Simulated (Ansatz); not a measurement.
`FB(F)OP`, relaxed with RKS PBE-D4/def2-SVP in the Gaussian-basis code of Ansatz from a rough embedded geometry. The force threshold is 0.03 eV/Å; the program also tests the step.

Total charge 0; spin multiplicity 1.

Start:

```xyz
7

F    -0.698   -2.099    0.503
B     0.442   -1.131    0.338
F     1.648   -1.287    1.147
O     0.336   -0.123   -0.722
P    -0.276    1.302    0.131
H     0.156    2.232   -0.935
H    -1.609    1.106   -0.462
```

```json
{"step": "1", "energy (eV)": "-17459.6564", "largest force (eV/Å)": "4.405", "largest move (Å)": "0.000"}
{"step": "2", "energy (eV)": "-17460.4601", "largest force (eV/Å)": "2.200", "largest move (Å)": "0.124"}
{"step": "3", "energy (eV)": "-17460.6260", "largest force (eV/Å)": "2.206", "largest move (Å)": "0.167"}
{"step": "4", "energy (eV)": "-17460.8405", "largest force (eV/Å)": "0.736", "largest move (Å)": "0.151"}
{"step": "5", "energy (eV)": "-17460.8706", "largest force (eV/Å)": "0.127", "largest move (Å)": "0.114"}
{"step": "6", "energy (eV)": "-17460.8820", "largest force (eV/Å)": "0.338", "largest move (Å)": "0.150"}
{"step": "7", "energy (eV)": "-17460.9030", "largest force (eV/Å)": "0.298", "largest move (Å)": "0.200"}
{"step": "8", "energy (eV)": "-17460.9491", "largest force (eV/Å)": "0.452", "largest move (Å)": "0.191"}
{"step": "9", "energy (eV)": "-17460.9669", "largest force (eV/Å)": "1.401", "largest move (Å)": "0.195"}
{"step": "10", "energy (eV)": "-17461.0076", "largest force (eV/Å)": "0.746", "largest move (Å)": "0.200"}
{"step": "11", "energy (eV)": "-17461.0451", "largest force (eV/Å)": "0.353", "largest move (Å)": "0.078"}
{"step": "12 (rejected)", "energy (eV)": "-17460.9820", "largest force (eV/Å)": "1.142", "largest move (Å)": "0.188"}
{"step": "13", "energy (eV)": "-17461.0727", "largest force (eV/Å)": "0.220", "largest move (Å)": "0.092"}
{"step": "14", "energy (eV)": "-17461.0750", "largest force (eV/Å)": "0.245", "largest move (Å)": "0.082"}
{"step": "15", "energy (eV)": "-17461.0811", "largest force (eV/Å)": "0.109", "largest move (Å)": "0.028"}
{"step": "16", "energy (eV)": "-17461.0815", "largest force (eV/Å)": "0.065", "largest move (Å)": "0.022"}
{"step": "17", "energy (eV)": "-17461.0818", "largest force (eV/Å)": "0.023", "largest move (Å)": "0.010"}
```

End:

```xyz
7

F    -0.603   -1.669    0.867
B     0.528   -1.131    0.394
F     1.621   -1.887    0.362
O     0.587    0.146   -0.060
P    -0.711    1.256    0.102
H    -0.013    2.343   -0.539
H    -1.409    0.941   -1.127
```

Hardware: 2 threads of an Arm Neoverse V2 on a shared host. Wall time 21 s, peak host memory 0.14 GiB.
